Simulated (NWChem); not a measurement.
Molecule: InClF₂; SMILES [F][In]([F])[Cl]

Results from NWChem. def2 effective core potentials on In; no spin-orbit coupling. Each level has its own optimisation; frequencies are unscaled.

| level | r F–In (Å) | r Cl–In (Å) | highest harmonic frequency (cm⁻¹) | lowest (cm⁻¹) | zero-point energy (kcal/mol) |
|---|---|---|---|---|---|
| B3LYP/3-21G (all-electron, non-relativistic) | 1.920 | 2.380 | 690 | 115 | 3.0 |
| Hartree-Fock/3-21G (all-electron, non-relativistic) | 1.894 | 2.372 | 756 | 130 | 3.3 |
| PBE0/def2-SVP (core potentials) | (withheld) | (withheld) | (withheld) | (withheld) | 2.9 |

### Question
Some entries are withheld; supply them.

### Answer

- PBE0/def2-SVP (core potentials), r F–In (Å): 1.938
- PBE0/def2-SVP (core potentials), r Cl–In (Å): 2.308
- PBE0/def2-SVP (core potentials), highest harmonic frequency (cm⁻¹): 646
- PBE0/def2-SVP (core potentials), lowest (cm⁻¹): 101
